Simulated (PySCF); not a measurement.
Two-component Hartree-Fock for Ga⁺ (gallium, charge +1)

Start: [Ar] 3d10 4s2. Calculated with PySCF 2.14 in x2c-SVPall-2c with one added diffuse shell each of s, p, d type (6s7p4d, 47 functions): generalised Hartree-Fock with the X2C-1e Hamiltonian and a Gaussian nucleus; one run each with spin-orbit coupling (SO) switched off, then screened by Boettger's factors.

| spinor shell | electrons | ε, spin-free (eV) | ε, screened SO (eV) | weight of nominal j (screened SO) | rms radius, screened SO (bohr) |
| --- | --- | --- | --- | --- | --- |
| 1s1/2 | 2 | -10445.8 | -10445.7 | 1.000 | 0.0561 |
| 2s1/2 | 2 | -1348.7 | -1348.7 | 1.000 | 0.236 |
| 2p1/2 | 2 | -1171.0 | -1190.0 | 1.000 | 0.209 |
| 2p3/2 | 4 | -1171.0 | -1161.7 | 1.000 | 0.212 |
| 3s1/2 | 2 | -187.30 | -187.29 | 1.000 | 0.699 |
| 3p1/2 | 2 | -131.37 | -134.04 | 1.000 | 0.731 |
| 3p3/2 | 4 | -131.37 | -130.07 | 1.000 | 0.741 |
| 3d3/2 | 4 | -39.997 | -40.310 | 1.000 | 0.893 |
| 4s1/2 | 2 | -19.017 | -19.017 | 1.000 | 2.48 |

**Question.** Where does 3d5/2 lie, and what is the 3d spin-orbit splitting (screened SO)?

**Answer.** At -39.790 eV, 0.520 eV above 3d3/2.

```csv
quantity,spin-free,screened SO
E (hartree),-1941.63304,-1941.68311
M_J,0,0
⟨J²⟩,0.000,0.000
⟨L²⟩,0.000,0.002
⟨S²⟩,0.000,0.002
```

Without spin-orbit coupling the j labels of p, d and f shells carry no meaning; the spin-free column gives the mean over the occupied spinors of each nl shell.
